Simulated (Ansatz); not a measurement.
Gas-phase electronic energies from Ansatz, PBE0-D4/def2-TZVP geometries. CCSD(T)/CBS adds triple-zeta CCSD(T) − MP2 to the extrapolated MP2 energy (def2 sets, frozen cores). This one scheme is used for every species. DFT in def2-TZVPP. For Ge outer-core shells are correlated without core-valence functions, which leaves a few kJ/mol of doubt a bond. Scalar relativity is left out up to krypton. Each species was taken in one conformer, which may not be the lowest.

Consider the substitution at a C–B bond: `BCB` + `[F][GeH2][SH]` → `BC[S][GeH2][F]` + BH₃.

| level | ΔE (kJ/mol) | difference from CCSD(T)/CBS |
| --- | --- | --- |
| PBE-D4 | 84.4 | 7.6 |
| PBE0-D4 | 82.9 | 6.1 |
| ωB97M-V | 81.1 | 4.3 |
| PBE | 88.6 | 11.8 |
| r2SCAN | 86.7 | 9.9 |
| MP2/def2-TZVPP | 77.3 | 0.5 |
| CCSD/def2-TZVPP | 79.1 | 2.3 |
| CCSD(T)/def2-TZVPP | 78.8 | 2.0 |
| MP2/def2-QZVPP | 76.4 | -0.4 |
| SCS-MP2/def2-QZVPP | 73.4 | -3.4 |
| CCSD(T)/CBS | 76.8 | 0 |

Largest T1 diagnostic among the species: 0.012.

The D4 term adds −6.8 kJ/mol with B3LYP and −3.9 kJ/mol with PBE0; it sums over pairs of atoms, weighted by their polarisabilities, and B3LYP, whose exchange is more repulsive, gets the larger term. In def2-TZVPP, CCSD(T) changes the Hartree–Fock value by +5.7 kJ/mol (the triples alone add −0.4 kJ/mol) and MP2 by +4.2 kJ/mol.

B3LYP here is the variant with VWN-RPA as its local correlation; programs differ in this.
